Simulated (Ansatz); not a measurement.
`[F][SnH2][AsH2]` + `BC(C)F` → `C[CH](F)[SnH2][F]` + `B[AsH2]`  (redistribution)

Computed with Ansatz on PBE0-D4/def2-TZVP structures; ΔE is electronic, products minus reactants. CCSD(T)/CBS is the MP2 limit (def2-TZVPP, def2-QZVPP) plus CCSD(T) − MP2 in def2-TZVPP, frozen cores. Functionals use def2-TZVPP. B3LYP here is the variant with VWN-RPA as its local correlation; programs differ in this. Elements past krypton have def2 core potentials. For As, Sn outer-core shells are correlated without core-valence functions, which leaves a few kJ/mol of doubt a bond. Scalar relativity is left out up to krypton. Each species was taken in one conformer, which may not be the lowest.

`[F][SnH2][AsH2]`:

Z-matrix (Å, degrees):
```
Sn
As 1 2.592
F 1 1.931 2 104.0
H 1 1.707 2 113.0 3 -112.6
H 1 1.706 2 117.0 3 113.5
H 2 1.526 1 89.7 3 174.4
H 2 1.523 1 91.1 3 -94.0
```

`BC(C)F`:

```xyz
10

B    -0.602    0.777    1.069
C    -0.490    0.049   -0.299
C     0.867   -0.594   -0.543
F    -1.480   -0.920   -0.490
H    -1.444    0.492    1.865
H     0.180    1.652    1.302
H    -0.652    0.813   -1.080
H     0.880   -1.075   -1.523
H     1.084   -1.353    0.212
H     1.656    0.159   -0.513
```

`C[CH](F)[SnH2][F]`:

Cartesian coordinates in Å:
```
C -0.321 1.358 0.488
C -0.782 0.145 -0.276
F -1.014 0.485 -1.607
Sn 0.685 -1.459 -0.244
F 2.333 -0.532 0.152
H -1.056 2.162 0.392
H 0.646 1.716 0.130
H -0.215 1.114 1.549
H -1.729 -0.231 0.123
H 0.946 -2.197 -1.755
H 0.507 -2.559 1.049
```

`B[AsH2]`:

```xyz
6

B     0.211    0.581    0.699
As   -0.406   -0.112   -1.049
H    -0.580    0.751    1.575
H     1.332    0.974    0.811
H     0.773   -0.974   -1.438
H    -1.330   -1.220   -0.598
```

Q: Is it downhill or uphill in electronic energy at CCSD(T)/CBS, and by how much? (Estimate.)

A: Computed: Uphill: ΔE = +0.65 eV.

Q: What do these levels give: PBE-D4, r2SCAN-D4, ωB97X-V, B2PLYP, PBE, r2SCAN, B3LYP, MP2/def2-TZVPP, SCS-MP2/def2-TZVPP, HF/def2-QZVPP, SCS-MP2/def2-QZVPP, MP2/CBS(def2)? (Estimate.)

A: Computed: PBE-D4 0.65, r2SCAN-D4 0.67, ωB97X-V 0.67, B2PLYP 0.69, PBE 0.67, r2SCAN 0.67, B3LYP 0.75, MP2/def2-TZVPP 0.61, SCS-MP2/def2-TZVPP 0.63, HF/def2-QZVPP 0.83, SCS-MP2/def2-QZVPP 0.66, MP2/CBS(def2) 0.67 eV.

Largest T1 diagnostic among the species: 0.014.

In def2-TZVPP, CCSD(T) changes the Hartree–Fock value by −0.23 eV (the triples alone add −0.03 eV) and MP2 by −0.21 eV. From PBE to PBE0 (25 % exact exchange), in def2-TZVPP and without D4, ΔE moves by +0.04 eV.
